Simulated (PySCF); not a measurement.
**Vertical excitation energies**

Species: 3-methyl-2-cyclopenten-1-one, C6H8O.
SMILES: `CC1=CC(=O)CC1`

Computed, not measured: TDDFT PBE0/def2-SVPD, vertical, gas phase, core orbitals frozen in the response (PySCF 2.14.0, density-fitted response routines). Geometry: GFN2-xTB; no solvent, vibrations or thermal averaging.

```json
{"state": "S1", "E (eV)": "3.91", "λ (nm)": "317.5", "f": "0.0003", "|μ| (D)": "0.15", "symmetry": "–", "main configurations (H = HOMO, L = LUMO)": "H→L (97%)"}
{"state": "S2", "E (eV)": "6.05", "λ (nm)": "204.8", "f": "0.400", "|μ| (D)": "4.17", "symmetry": "A′", "main configurations (H = HOMO, L = LUMO)": "H-1→L (94%)"}
{"state": "S3", "E (eV)": "6.54", "λ (nm)": "189.6", "f": "0.022", "|μ| (D)": "0.94", "symmetry": "A′", "main configurations (H = HOMO, L = LUMO)": "H→L+1 (93%)"}
{"state": "S4", "E (eV)": "6.60", "λ (nm)": "187.9", "f": "0.0001", "|μ| (D)": "0.05", "symmetry": "–", "main configurations (H = HOMO, L = LUMO)": "H→L+2 (92%)"}
{"state": "S5", "E (eV)": "7.06", "λ (nm)": "175.7", "f": "0.0001", "|μ| (D)": "0.07", "symmetry": "–", "main configurations (H = HOMO, L = LUMO)": "H-1→L+1 (98%)"}
{"state": "S6", "E (eV)": "7.27", "λ (nm)": "170.6", "f": "0.021", "|μ| (D)": "0.87", "symmetry": "A′", "main configurations (H = HOMO, L = LUMO)": "H→L+3 (83%)"}
```

Triplets, Tamm–Dancoff:

| state | E (eV) | λ (nm) | main configurations (H = HOMO, L = LUMO) |
| --- | --- | --- | --- |
| T1 | 3.44 | 360.4 | H→L (94%) |
| T2 | 3.82 | 324.4 | H-1→L (95%) |

The lowest singlet comes at 317 nm (377 kJ/mol) in the ultraviolet; it is dark (f under 0.0005); its leading configuration is HOMO→LUMO (97%). The most intense listed level is S2 at 6.05 eV (205 nm, f = 0.400), 2.15 eV above S1. Löwdin shares by element: HOMO oxygen 61%, carbon 32% or more; LUMO carbon 60% or more, oxygen 19% (atoms not listed hold the other 21%). The listed states span 3.36 eV, and the widest gap between neighbours is 2.15 eV (S1 to S2). Weighted by f, the mean energy of these states is 6.13 eV. Orbital energies (eV): HOMO-3 -10.16, HOMO-2 -10.01, HOMO-1 -7.73, HOMO -7.00, LUMO -1.20, LUMO+1 0.44, LUMO+2 1.19. Symmetry labels in Cs follow from the direction of the transition dipole and are given only for states with f of 0.002 or more. Singlets were solved by full linear response, triplets in the Tamm–Dancoff approximation.
